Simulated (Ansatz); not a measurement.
Reaction (redistribution): `[SiH3][SiH2][SeH]` + `C[B]([AlH2])[GeH3]` → `C[B]([GeH3])[SeH]` + `[AlH2][SiH2][SiH3]`

Program: Ansatz. Geometries: PBE0-D4/def2-TZVP. ΔE: electronic, gas phase. CBS: MP2 limit from def2 TZ/QZ plus the TZ coupled-cluster correction, frozen cores. Functionals use def2-TZVPP. B3LYP here is the variant with VWN-RPA as its local correlation; programs differ in this. For Ge, Se outer-core shells are correlated without core-valence functions, which leaves a few kJ/mol of doubt a bond. Scalar relativity is left out up to krypton. One conformer a species, not always the lowest.

`[SiH3][SiH2][SeH]`:

Z-matrix (Å, degrees):
```
Si
Si 1 2.336
H 1 1.486 2 109.6
H 1 1.489 2 111.4 3 121.1
H 1 1.488 2 108.8 3 -119.1
Se 2 2.288 1 109.8 3 61.7
H 2 1.486 1 111.6 3 -53.2
H 2 1.488 1 111.3 3 -174.6
H 6 1.469 2 93.2 1 53.8
```

`C[B]([AlH2])[GeH3]`:

Z-matrix (Å, degrees):
```
C
B 1 1.558
H 1 1.092 2 116.6
H 1 1.094 2 116.1 3 131.8
H 1 1.107 2 101.7 3 -114.5
Al 2 2.118 1 127.8 3 26.0
Ge 2 2.079 1 116.3 3 -157.0
H 6 1.594 2 121.3 1 -99.4
H 6 1.595 2 120.8 1 85.0
H 7 1.544 2 113.4 1 -27.1
H 7 1.546 2 107.3 1 90.9
H 7 1.543 2 114.7 1 -151.3
```

`C[B]([GeH3])[SeH]`:

Z-matrix (Å, degrees):
```
C
B 1 1.560
H 1 1.097 2 109.8
H 1 1.097 2 109.7 3 -115.1
H 1 1.092 2 115.0 3 122.5
Ge 2 2.070 1 121.4 3 57.3
Se 2 1.912 1 123.8 3 -122.8
H 6 1.542 2 110.4 1 -58.8
H 6 1.540 2 113.3 1 -179.8
H 6 1.542 2 110.5 1 59.1
H 7 1.475 2 98.2 1 0.0
```

`[AlH2][SiH2][SiH3]`:

```xyz
10

Al    1.697   -0.367   -1.385
Si   -0.171   -0.978    0.073
Si   -1.134    0.959    0.973
H     1.445   -0.059   -2.922
H     3.160   -0.213   -0.788
H     0.263   -1.835    1.215
H    -1.244   -1.710   -0.663
H    -2.275    0.647    1.877
H    -0.114    1.720    1.745
H    -1.627    1.836   -0.124
```

| level | ΔE (kJ/mol) | difference from CCSD(T)/CBS |
| --- | --- | --- |
| r2SCAN-D4 | -77.6 | -2.2 |
| PBE0-D4 | -77.6 | -2.2 |
| B3LYP-D4 | -72.2 | 3.2 |
| ωB97X-V | -71.9 | 3.5 |
| ωB97M-V | -69.9 | 5.5 |
| PBE | -79.5 | -4.1 |
| r2SCAN | -77.5 | -2.1 |
| PBE0 | -77.2 | -1.8 |
| B3LYP | -71.4 | 4.0 |
| MP2/def2-TZVPP | -81.9 | -6.5 |
| CCSD/def2-TZVPP | -76.9 | -1.5 |
| HF/def2-QZVPP | -59.3 | 16.1 |
| MP2/def2-QZVPP | -78.5 | -3.1 |
| HF/CBS(def2) | -59.2 | 16.2 |
| MP2/CBS(def2) | -76.7 | -1.3 |
| CCSD/CBS(def2) | -71.7 | 3.7 |
| CCSD(T)/CBS | -75.4 | 0 |

Largest T1 diagnostic among the species: 0.013.

In def2-TZVPP, CCSD(T) changes the Hartree–Fock value by −20.1 kJ/mol (the triples alone add −3.7 kJ/mol) and MP2 by −21.3 kJ/mol.
